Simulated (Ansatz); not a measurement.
Lu (SMILES [Lu]), doublet (typed; the unrestricted solution is spin-contaminated) (core potentials on Lu). Base run: HF/def2-SV(P) (Ansatz, a program for electronic structure).

Here is a job for Ansatz.
Ansatz 0.2 input:
```yaml
crystal:
  periodic: [false, false, false]
  atoms:
    - {symbol: Lu, position_ang: [0.00000000, 0.00000000, 0.00000000]}
basis:
  gaussian:
    orbitals: def2-SV_P_.json
hamiltonian:
  xc: hf
magnetization: {spin_polarized: true, initial_magnetization: 1}
```
The basis file holds def2-SV(P) in the JSON format of the Basis Set Exchange.

The base run was repeated with changes; each row names its change, and settings that it needs were set with it.

| change | basis functions | E (Eh) |
|---|---|---|
| base | 72 | -1232.34307 |
| basis = ANO-RCC-VDZP; relativity = none | 68 | -12414.32245 |
| basis = jorge-DZP-DKH; relativity = spin-free X2C; nucleus = Gaussian | 66 | -14521.97128 |
| basis = ANO-RCC-VDZP; relativity = spin-free X2C | 68 | -14559.50594 |
| basis = ANO-RCC-VDZP; relativity = spin-free X2C; nucleus = Gaussian | 68 | -14557.81893 |
| basis = x2c-TZVPall; relativity = none | 90 | -13480.40499 |
| basis = x2c-TZVPall; relativity = spin-free X2C; nucleus = Gaussian | 90 | -14558.34477 |
| basis = jorge-DZP-DKH; relativity = none | 66 | -12603.45792 |
| basis = x2c-TZVPall; relativity = spin-free X2C | 90 | -14559.78639 |
| basis = jorge-DZP-DKH; relativity = spin-free X2C | 66 | -14523.23381 |

Total energies compare only within one method and basis.

Ansatz warned in this series: the basis is contracted for relativity, which the run leaves out.

Basis sets contracted for a relativistic Hamiltonian are a mismatch without it, so the rows without relativity aren't non-relativistic limits. No row has spin-orbit coupling; sets with core potentials leave out the core electrons.
